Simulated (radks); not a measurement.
Er V, configuration [Xe] 4f10. Method: scalar-relativistic Kohn-Sham, BLYP, spin-polarised, spherical densities, finite nucleus; open shells are filled with parallel spins first (spin-orbit coupling, left out, can overturn this in heavy ions); Fermi nuclear charge, rms radius 5.2516 fm; computed with a radial shooting solver on a logarithmic mesh with Libxc functionals.

Normalised radial functions P(r) = r R(r), r in bohr:

r           5p up
0.002935   0.0078
0.003362   0.0098
0.003852   0.0123
0.004449   0.0156
0.005097   0.0196
0.005839   0.0244
0.006744   0.0308
0.007726   0.0382
0.008852   0.0472
0.01014    0.0580
0.01171    0.0716
0.01342    0.0868
0.01537    0.1042
0.01775    0.1251
0.02034    0.1468
0.0233     0.1697
0.0267     0.1926
0.03083    0.2151
0.03533    0.2320
0.04047    0.2418
0.04674    0.2403
0.05355    0.2236
0.06135    0.1887
0.07029    0.1331
0.08118    0.0521
0.093     -0.0415
0.1066    -0.1432
0.1231    -0.2449
0.141     -0.3172
0.1615    -0.3473
0.1851    -0.3195
0.2137    -0.2190
0.2448    -0.0633
0.2805     0.1282
0.324      0.3287
0.3712     0.4687
0.4252     0.5188
0.4872     0.4541
0.5626     0.2615
0.6446    -0.0089
0.7385    -0.3174
0.8529    -0.6256
0.9771    -0.8488
1.119     -0.9736
1.283     -0.9901
1.481     -0.9028
1.697     -0.7513
1.944     -0.5699
2.245     -0.3830
2.572     -0.2368
2.947     -0.1308
3.377     -0.0633
3.9       -0.0248
4.468     -0.0086

5p up: eigenvalue -71.868 eV, 3 radial nodes at r = 0.0878, 0.257, 0.642 bohr, <r> = 1.38 bohr, 90 % of the charge inside 2.00 bohr.
